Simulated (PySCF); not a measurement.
## Spinor energies of Ru²⁺ (ruthenium, charge +2)

Start: [Kr] 4d5 5p1; 4d5/2 filled at m_j = -3/2, -1/2, +1/2, +3/2, +5/2; 5p3/2 filled at m_j = +3/2. Calculated with PySCF 2.14 in x2c-SVPall-2c with one added diffuse shell each of s, p, d type (7s9p7d1f, 76 functions): generalised Hartree-Fock with the X2C-1e Hamiltonian and a Gaussian nucleus; one run each with spin-orbit coupling (SO) switched off, then screened by Boettger's factors. This is a chosen level, not necessarily the ground level.

| spinor shell | electrons | ε, spin-free (eV) | ε, screened SO (eV) | weight of nominal j (screened SO) | rms radius, screened SO (bohr) |
| --- | --- | --- | --- | --- | --- |
| 1s1/2 | 2 | -22257.8 | -22256.5 | 1.000 | 0.0384 |
| 2s1/2 | 2 | -3301.9 | -3301.6 | 1.000 | 0.158 |
| 2p1/2 | 2 | -2954.1 | -3044.8 | 1.000 | 0.137 |
| 2p3/2 | 4 | -2954.1 | -2911.9 | 1.000 | 0.142 |
| 3s1/2 | 2 | -637.59 | -637.55 | 1.000 | 0.428 |
| 3p1/2 | 2 | -520.10 | -536.08 | 1.000 | 0.425 |
| 3p3/2 | 4 | -520.10 | -512.65 | 1.000 | 0.436 |
| 3d3/2 | 4 | -331.02 | -333.92 | 0.956 | 0.417 |
| 4s1/2 | 2 | -119.61 | -119.64 | 1.000 | 1.08 |
| 4p1/2 | 2 | -83.691 | -90.244 | 0.661 | 1.19 |
| 4p3/2 | 4 | -83.691 | -80.560 | 0.831 | 1.19 |
| 4d5/2 | 5 | -37.608 | -37.649 | 0.571 | 1.56 |
| 5p3/2 | 1 | -18.054 | -17.932 | 1.000 | 3.53 |

Q: Where does 3d5/2 lie, and what is the 3d spin-orbit splitting (screened SO)?

A: At -329.08 eV, 4.841 eV above 3d3/2.

| quantity | spin-free | screened SO |
| --- | --- | --- |
| E (hartree) | -4526.17834 | -4526.79295 |
| M_J | 4 | 4 |
| ⟨J²⟩ | 20.002 | 20.002 |
| ⟨L²⟩ | 2.002 | 2.037 |
| ⟨S²⟩ | 12.000 | 11.971 |

Each row is a mean over spinors that exchange with the open shell spreads, by up to 11.390 eV (4p3/2).

Rows whose weight is well below 1 are mixtures of j = l ± 1/2: exchange outweighs spin-orbit coupling there, and the label is only the starting occupation.

Breit and QED terms are absent; they matter most for the inner s and p1/2 levels.

Densities and radii are taken from the X2C orbitals without a picture-change correction, which distorts them close to the nucleus.

Without spin-orbit coupling the j labels of p, d and f shells carry no meaning; the spin-free column gives the mean over the occupied spinors of each nl shell.
